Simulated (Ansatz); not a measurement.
Consider the ligand exchange at a Mg–C bond: `C[CH](C)[Mg][CH](C)C` + H–F → `C[CH](C)[Mg][F]` + propane.

Computed with Ansatz on PBE0-D4/def2-TZVP structures; ΔE is electronic, products minus reactants. CCSD(T)/CBS adds triple-zeta CCSD(T) − MP2 to the extrapolated MP2 energy (def2 sets, frozen cores). This one scheme is used for every species. DFT in def2-TZVPP. For Mg outer-core shells are correlated without core-valence functions, which leaves a few kJ/mol of doubt a bond. Each species was taken in one conformer, which may not be the lowest.

Question: Is it downhill or uphill in electronic energy at CCSD(T)/CBS, and by how much? (Estimate.)

Answer: Computed: Downhill: ΔE = -228.6 kJ/mol.

Question: What do these levels give: BLYP-D4, B97M-V, r2SCAN0-D4, CAM-B3LYP-D4, ωB97X-V, ωB97M-V, PBE-QIDH, PBE0, MP2/def2-SVP, CCSD/def2-SVP, CCSD/def2-TZVPP, SCS-MP2/def2-QZVPP? (Best estimate.)

Answer: The calculation gave: BLYP-D4 -238.9, B97M-V -242.5, r2SCAN0-D4 -240.0, CAM-B3LYP-D4 -247.5, ωB97X-V -242.5, ωB97M-V -237.3, PBE-QIDH -234.6, PBE0 -234.1, MP2/def2-SVP -260.1, CCSD/def2-SVP -260.2, CCSD/def2-TZVPP -233.9, SCS-MP2/def2-QZVPP -238.5 kJ/mol.

Largest T1 diagnostic among the species: 0.010.

At CCSD(T), def2-SVP lies −27.5 kJ/mol from the extrapolated value and def2-TZVPP −0.0 kJ/mol. Leaving LDA and LC-ωPBE aside and taking each functional with its dispersion term where it has one, the values, not all of them listed here, spread over 21.8 kJ/mol, from CAM-B3LYP-D4 to revPBE-D4. LDA lies +9.4 kJ/mol from PBE without D4.
